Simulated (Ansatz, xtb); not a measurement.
**Two isomers of C3H7BN2Si**

We compare a, `Bn1cncc1[SiH3]`, a singlet, with b, `Bn1cnc([SiH3])c1`, a singlet. Both are isolated molecules in the gas phase, relaxed with B3LYP-D3(BJ)/def2-SVP; the shapes shown needn't be the lowest conformers.

a (Å):

```csv
atom,x (Å),y (Å),z (Å)
C,-0.6920,-2.3446,-0.2817
C,-0.7325,-3.5271,1.4966
C,-1.0523,-2.2610,1.9243
B,-1.2844,-0.0767,0.6168
N,-1.0282,-1.4697,0.7532
N,-0.5118,-3.5636,0.1266
Si,-1.4414,-1.6546,3.6481
H,-1.5635,0.5608,1.5957
H,-1.2105,0.4092,-0.4797
H,-0.6036,-1.9873,-1.3084
H,-0.6469,-4.4280,2.1034
H,-2.8151,-1.0808,3.7257
H,-0.4714,-0.6123,4.0899
H,-1.3435,-2.8417,4.5414
```

b (Å):

```xyz
14

C    -0.1850   -0.9671    0.5074
C    -0.6433   -2.1004    2.2905
C    -1.8366   -1.9086    1.6457
B    -2.4819   -0.7290   -0.5129
N    -1.5688   -1.1755    0.4848
N     0.3846   -1.4922    1.5450
Si   -0.2858   -2.9963    3.8938
H    -3.6473   -0.9911   -0.3857
H    -2.0438   -0.1061   -1.4424
H     0.3080   -0.4128   -0.2922
H    -1.5735   -3.5243    4.4322
H     0.3201   -2.0677    4.8895
H     0.6532   -4.1301    3.6626
H    -2.8497   -2.2171    1.8909
```

Quicker runs give these differences E(b) − E(a): GFN2-xTB +1.69 kcal/mol; HF/STO-3G +0.15 kcal/mol (at GFN2-xTB geometries); r2SCAN-D4/def2-SVP +2.39 kcal/mol (at GFN2-xTB geometries).

Task: Estimate E(b) − E(a) at the level CCSD(T)/def2-SVP + ΔMP2/def2-TZVPP.

Result: Too close to call at this level: CCSD(T)/def2-SVP + ΔMP2/def2-TZVPP gives E(b) − E(a) = +1.50 kcal/mol.

How the difference moves with the method:

```json
{"level": "GFN2-xTB", "geometry": "GFN2-xTB", "E(b) − E(a) (kcal/mol)": "+1.69", "departure from the last row (kcal/mol)": "+0.18", "job, with rough time for the two": "optimisation, 0.82 s"}
{"level": "HF/STO-3G", "geometry": "GFN2-xTB", "E(b) − E(a) (kcal/mol)": "+0.15", "departure from the last row (kcal/mol)": "−1.35", "job, with rough time for the two": "single point, 4.3 s"}
{"level": "r2SCAN-D4/def2-SVP", "geometry": "GFN2-xTB", "E(b) − E(a) (kcal/mol)": "+2.39", "departure from the last row (kcal/mol)": "+0.89", "job, with rough time for the two": "single point, 18 s"}
{"level": "B3LYP-D3(BJ)/def2-SVP", "geometry": "B3LYP-D3(BJ)/def2-SVP", "E(b) − E(a) (kcal/mol)": "+1.56", "departure from the last row (kcal/mol)": "+0.06", "job, with rough time for the two": "optimisation, 5 min"}
{"level": "HF/def2-SVP", "geometry": "B3LYP-D3(BJ)/def2-SVP", "E(b) − E(a) (kcal/mol)": "+0.58", "departure from the last row (kcal/mol)": "−0.93", "job, with rough time for the two": "part of the CCSD(T) run"}
{"level": "MP2/def2-SVP", "geometry": "B3LYP-D3(BJ)/def2-SVP", "E(b) − E(a) (kcal/mol)": "+1.19", "departure from the last row (kcal/mol)": "−0.32", "job, with rough time for the two": "part of the CCSD(T) run"}
{"level": "CCSD(T)/def2-SVP", "geometry": "B3LYP-D3(BJ)/def2-SVP", "E(b) − E(a) (kcal/mol)": "+1.22", "departure from the last row (kcal/mol)": "−0.28", "job, with rough time for the two": "single point"}
{"level": "CCSD(T)/def2-SVP + ΔMP2/def2-TZVPP", "geometry": "B3LYP-D3(BJ)/def2-SVP", "E(b) − E(a) (kcal/mol)": "+1.50", "departure from the last row (kcal/mol)": "", "job, with rough time for the two": "single point, 3.3 min"}
```

As drawn, both hold the same kinds of bond in the same numbers.

HF/STO-3G finds them nearly level. The largest departure from CCSD(T)/def2-SVP + ΔMP2/def2-TZVPP is that of HF/STO-3G, 1.35 kcal/mol. The last row adds to CCSD(T) the change of the MP2 difference between the two basis sets, here +0.28 kcal/mol.

With thermal terms from frequencies at re-optimised GFN2-xTB minima (ideal gas, soft modes damped towards free rotors, one conformer each, 298.15 K, 1 atm): the zero-point term adds −0.32 kcal/mol; ΔH is +1.35 and ΔG +0.84 kcal/mol.

The correlated steps freeze 11 core orbitals. Codes used: Ansatz 0.2.0, xtb 6.7.1; the last row on 2 threads of Intel(R) Xeon(R) Processor @ 2.50GHz (Skylake/Cascade Lake) on a shared host.
